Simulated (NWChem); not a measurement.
Molecule: C₃HFO₃; SMILES O=C1OC(=CF)O1

```xyz
8

O      0.3038     2.6032     0.0000
C      0.0975     1.4513     0.0000
O      0.9212     0.3484     0.0000
C     -0.2322    -0.3922     0.0000
C     -0.5017    -1.6891     0.0000
F      0.4590    -2.5995     0.0000
O     -1.0592     0.7048     0.0000
H     -1.5277    -2.0600     0.0000
```
Atoms are numbered in this order, from 1.

Results from NWChem. Coordinates come from a PBE0/def2-SVP optimisation. Level: B3LYP/def2-SVP with SMD (1 M gas to 1 M solution), gas-phase geometry.

```
solvent       dielectric constant  solvation free energy (kcal/mol)  cavity-dispersion-structure term (kcal/mol)  dipole in solution (D)
------------  -------------------  --------------------------------  -------------------------------------------  ----------------------
water                        78.4                              -0.8                                          5.8                    3.20
toluene                      2.37                              -2.7                                         -0.7                    2.70
anisole                      4.22                              -3.1                                         -0.4                    2.83
chloroform                   4.71                              -1.7                                          1.9                    2.87
acetonitrile                 35.7                              -3.1                                          0.8                    3.01
n-hexane                     1.88                              -2.1                                         -0.5                    2.63
1-octanol                    9.86                              -0.5                                          5.2                    3.06
```
